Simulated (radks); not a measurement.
Values are calculated unless marked as measured or tabulated.
Trend from Lu3+ to Hg3+: ionisation energy by Delta-SCF between NIST ground configurations, and size. Level of theory: scalar-relativistic Kohn-Sham, PBE, spin-polarised, spherical densities, finite nucleus; open shells are filled with parallel spins first (spin-orbit coupling, left out, can overturn this in heavy ions); Fermi nuclear charge, rms radius of each element as measured or else 0.836 A^(1/3) + 0.57 fm (a radial shooting solver on a logarithmic mesh with Libxc functionals).

| species | configuration | configuration of the ion | IE (eV) | NIST (eV) | kind | -e(HOMO) (eV) | outermost | <r> outermost (bohr) | r at 0.001 e/bohr^3 (bohr) |
|---|---|---|---|---|---|---|---|---|---|
| Lu3+ | [Xe] 4f14 | [Xe] 4f13 | 46.499 | 45.25 | semi-emp. | 36.208 (4f) | 5p | 1.37 | 3.06 |
| Hf3+ | [Xe] 4f14 5d1 | [Xe] 4f14 | 33.069 | 33.37 | semi-emp. | 27.524 (5d) | 5d | 1.94 | 3.28 |
| Ta3+ | [Xe] 4f14 5d2 | [Xe] 4f14 5d1 | 35.638 | 35 | theory | 29.857 (5d) | 5d | 1.84 | 3.38 |
| W3+ | [Xe] 4f14 5d3 | [Xe] 4f14 5d2 | 38.130 | 38.2 | semi-emp. | 32.118 (5d) | 5d | 1.75 | 3.41 |
| Re3+ | [Xe] 4f14 5d4 | [Xe] 4f14 5d3 | 40.554 | 39 | theory | 34.314 (5d) | 5d | 1.67 | 3.40 |
| Os3+ | [Xe] 4f14 5d5 | [Xe] 4f14 5d4 | 42.921 | 41 | theory | 36.459 (5d) | 5d | 1.60 | 3.37 |
| Ir3+ | [Xe] 4f14 5d6 | [Xe] 4f14 5d5 | 41.394 | 40 | theory | 35.074 (5d) | 5d | 1.55 | 3.36 |
| Pt3+ | [Xe] 4f14 5d7 | [Xe] 4f14 5d6 | 44.075 | 43 | theory | 37.499 (5d) | 5d | 1.49 | 3.33 |
| Au3+ | [Xe] 4f14 5d8 | [Xe] 4f14 5d7 | 46.657 | 45 | theory | 39.837 (5d) | 5d | 1.44 | 3.29 |
| Hg3+ | [Xe] 4f14 5d9 | [Xe] 4f14 5d8 | 49.159 | 48.6 | exp. | 42.104 (5d) | 5d | 1.39 | 3.25 |

Reference values: NIST Atomic Spectra Database (exp. = measured, semi-emp. = semi-empirical, theory = theoretical value adopted there). Open shells are spherical and high-spin; term and fine-structure splittings are not resolved. Spin-orbit splitting is averaged out at the scalar-relativistic level.
